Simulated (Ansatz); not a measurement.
Program: Ansatz. Geometries: PBE0-D4/def2-TZVP. ΔE: electronic, gas phase. CCSD(T)/CBS is the MP2 limit (def2-TZVPP, def2-QZVPP) plus CCSD(T) − MP2 in def2-TZVPP, frozen cores. Functionals use def2-TZVPP. def2 core potentials past Kr. For Ge, Ta outer-core shells are correlated without core-valence functions, which leaves a few kJ/mol of doubt a bond. Scalar relativity is left out up to krypton. Each species was taken in one conformer, which may not be the lowest.

Consider the redistribution: `[SH][Ge][Cl]` + `[NH]=[Ta]([NH2])([NH2])[NH2]` → `[NH2][Ge][SH]` + `[NH]=[Ta]([NH2])([NH2])[Cl]`.

Problem. Is it downhill or uphill in electronic energy at CCSD(T)/CBS, and by how much? (Estimate.)

Solution. The calculation gave: Downhill: ΔE = -11.7 kcal/mol.

Problem. What do these levels give: LDA (SPW92), BLYP-D4, r2SCANh-D4, BHLYP-D4, CAM-B3LYP-D4, PBE0, CAM-B3LYP, HF/def2-SVP, CCSD/def2-SVP, MP2/def2-TZVPP, CCSD(T)/def2-TZVPP, SCS-MP2/def2-QZVPP? (Estimate.)

Solution. Ansatz gave: LDA (SPW92) -10.9, BLYP-D4 -8.9, r2SCANh-D4 -12.1, BHLYP-D4 -11.0, CAM-B3LYP-D4 -11.0, PBE0 -11.1, CAM-B3LYP -11.0, HF/def2-SVP -12.8, CCSD/def2-SVP -12.9, MP2/def2-TZVPP -14.5, CCSD(T)/def2-TZVPP -12.5, SCS-MP2/def2-QZVPP -13.4 kcal/mol.

Largest T1 diagnostic among the species: 0.018.

At CCSD(T), def2-SVP lies −1.3 kcal/mol from the extrapolated value and def2-TZVPP −0.7 kcal/mol. Leaving LDA and LC-ωPBE aside and taking each functional with its dispersion term where it has one, the values, not all of them listed here, spread over 4.3 kcal/mol, from PBE-QIDH to BLYP-D4. LDA lies −1.0 kcal/mol from PBE without D4.
